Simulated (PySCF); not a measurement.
**Substituent effects on chemical shifts**

Parent skeleton `[O:1]=[CH:2][NH:3][CH:4]1[CH:5]=[CH:6][CH2:7]1`; one hydrogen on atom 7 is replaced by X. Hydrogens on one atom are averaged.

[PySCF: GFN2-xTB geometry; PBE0/pcSseg-1 with gauge-including orbitals; one computed conformer; gas phase; non-relativistic]

Chemical shifts δ = σref − σ; ¹⁷O vs H2O; TMS for ¹³C, ¹H; ¹⁵N vs NH3, all at this level.

(1) Order these by the shift of C4, most shielded first.
A. X = N(SiH3)2
B. X = CN
C. X = CH2OCH3
D. X = CH2OH

(2) Order these by the shift of H(C4), most shielded first.
A. X = N(SiH3)2
B. X = CH2OH
C. X = CH2OCH3

## Answers

(1) C (49.8 ppm), D (51.4 ppm), B (54.1 ppm), A (55.7 ppm).

(2) C (5.02 ppm), A (5.57 ppm), B (5.72 ppm).

Unscaled 17O shifts of doubly bonded oxygen tend to come out too high, by tens of ppm or more. Experimental scales use liquid or dissolved standards, which lie at an offset from isolated H2O (liquid H2O: subtract about 36 ppm) and NH3 (liquid NH3: subtract about 20 ppm). Unscaled 15N shifts of sp2 nitrogen come out 20 to 40 ppm too high even then.
